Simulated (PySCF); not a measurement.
Isomers of C4H8O3, one GFN2-xTB conformer each. Single-point energies are computed at PBE0/pcSseg-1 (PySCF, gas phase, no added dispersion term), electronic only.

Question: Rank them by PBE0/pcSseg-1 energy, lowest first (kJ/mol).
A. `[CH3:1][O:2][CH:3]1[O:4][CH2:5][CH2:6][O:7]1` with C1–O2–C3–O4 170°, O2–C3–O4–C5 84°, C3–O4–C5–C6 24°, O4–C5–C6–O7 -3°, C5–C6–O7–C3 -18° (2-methoxy-1,3-dioxolane)
B. `[CH3:1][CH2:2][O:3][CH2:4][O:5][CH:6]=[O:7]` with C1–C2–O3–C4 64°, C2–O3–C4–O5 69°, O3–C4–O5–C6 -104°, C4–O5–C6–O7 -3°

Answer: B (0.0), A (46.8).

As drawn, the lower has a C=O bond and a C(=O)–O unit, which the higher lacks. GFN2-xTB itself gives, in the same order: 25.5, 0.0. GFN2-xTB puts COC1OCCO1 lowest instead.

Question: Which frontier levels, dipoles and rotational constants go with these structures?

Answer: 
| SMILES | HOMO (eV, PBE0/pcSseg-1) | LUMO (eV) | dipole (D) | A, B, C (MHz) |
| --- | --- | --- | --- | --- |
| CCOCOC=O | -7.99 | -0.01 | 0.50 | 3955, 2127, 1598 |
| COC1OCCO1 | -7.55 | 1.50 | 1.38 | 5400, 2226, 1920 |
